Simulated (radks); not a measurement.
Results of a calculation; reference values are marked as such.
Valence configurations of Ta (all share [Xe]). Code: a radial shooting solver on a logarithmic mesh with Libxc functionals. Model: Dirac Kohn-Sham, BLYP, spin-unpolarised, spherical densities, finite nucleus; open shells are shared between the two j in proportion to 2j + 1; Fermi nuclear charge, rms radius 5.3507 fm. Energies are relative to 4f14 5d3 6s2; eigenvalues in eV.

valence               E (eV)  e(4f5/2)  e(4f7/2)  e(5d3/2)  e(5d5/2)  e(6p1/2)
4f14 5d3 6s2           0.000   -25.494   -23.512    -3.814    -3.231         -
4f13 5d4 6s2          24.548   -33.939   -31.869    -4.890    -4.187         -
4f13.5 5d3 6s2 6p0.5  12.877   -31.525   -29.498    -5.718    -5.029    -2.156
4f13 5d3 6s2 6p1      28.610   -37.908   -35.837    -7.782    -6.988    -2.692
4f14 5d3 6s1 6p1       4.137   -26.996   -25.014    -5.130    -4.520    -2.341
4f12 5d3 6s2 6p2      69.286   -51.524   -49.361   -12.242   -11.241    -3.753
4f14 5d2 6s2 6p1       2.936   -29.176   -27.192    -6.427    -5.753    -2.616
4f13.5 5d2.5 6s2 6p1  14.848   -33.478   -31.450    -7.107    -6.373    -2.657
4f14 5d2.5 6s2 6p0.5   1.259   -27.286   -25.303    -5.101    -4.472    -2.129
4f14 5d1.5 6s2 6p1.5   5.058   -31.145   -29.161    -7.787    -7.068    -3.089

NIST lists [Xe] 4f14 5d3 6s2 as the ground configuration; this level of theory agrees among the configurations tried. The energies are those of spherical spin-averaged densities, not of single terms.
